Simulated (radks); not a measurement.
Problem. Valence configurations of Nb3+ (all share [Kr]). Method: scalar-relativistic Kohn-Sham, PBE, spin-polarised, spherical densities, point nucleus; open shells are filled with parallel spins first (spin-orbit coupling, left out, can overturn this in heavy ions); computed with a radial shooting solver on a logarithmic mesh with Libxc functionals. Order these by energy: 5p2; 4d1 5p1; 4d2; 4d1.5 5s0.5; 4d1.5 5p0.5; 4d1 5s1; 5s2; 4d0.5 5s1.5.

Solution. From the lowest, in eV above it: 4d2 0.000; 4d1.5 5s0.5 2.805; 4d1.5 5p0.5 5.748; 4d1 5s1 5.882; 4d0.5 5s1.5 9.829; 4d1 5p1 11.916; 5s2 13.783; 5p2 25.394. NIST lists [Kr] 4d2 as the ground configuration; this level of theory agrees among the configurations tried. The energies are those of spherical high-spin densities, not of single terms.
